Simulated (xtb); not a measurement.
xtb input:

```bash
xtb mol.xyz --gfn 2 --sp --chrg -1 --uhf 0
```
mol.xyz:
```
11

C     -2.45650942    -0.53814263     0.09035695
C     -1.21647746     0.04603298     0.09224046
C      0.05760244    -0.49479157    -0.18827936
Si     1.59250021     0.40542047    -0.01072517
H     -2.59056091    -1.59255472    -0.13395941
H     -3.34888709     0.03982685     0.29935939
H     -1.21534927     1.11187797     0.34179498
H      0.09975675    -1.55334835    -0.44848212
H      2.60981137     0.15264257    -1.09843537
H      2.47202770     0.19593432     1.21396132
H      1.37050499     1.89114199     0.01000544
```

**Question.** Which total energy does the run end on?

**Answer.** -11.83522 Eh (GFN2-xTB).

It need not be the lowest isomer of its formula. Whether it binds its extra electron was not tested at this geometry.
